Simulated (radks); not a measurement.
Values are calculated unless marked as measured or tabulated.
Question: The gold ion Au76+, configuration [He] 2s1. Code: a radial shooting solver on a logarithmic mesh with Libxc functionals. Model: Dirac Kohn-Sham, BLYP, spin-unpolarised, spherical densities, finite nucleus; Fermi nuclear charge, rms radius 5.4371 fm. Some entries of the table are withheld. Estimate them.

orbital,occ.,eigenvalue (hartree),<r^2> (bohr^2)
1s1/2,2,-3336.542,(1)
2s1/2,1,(2),(3)
2p1/2,0,(4),(5)
2p3/2,0,(6),(7)
3s1/2,0,(8),0.02934

Answer: 
(1) 1s1/2 <r^2> (bohr^2): 0.0003894
(2) 2s1/2 eigenvalue (hartree): -835.9153
(3) 2s1/2 <r^2> (bohr^2): 0.005406
(4) 2p1/2 eigenvalue (hartree): -828.6327
(5) 2p1/2 <r^2> (bohr^2): 0.003735
(6) 2p3/2 eigenvalue (hartree): -752.1948
(7) 2p3/2 <r^2> (bohr^2): 0.004738
(8) 3s1/2 eigenvalue (hartree): -361.3527
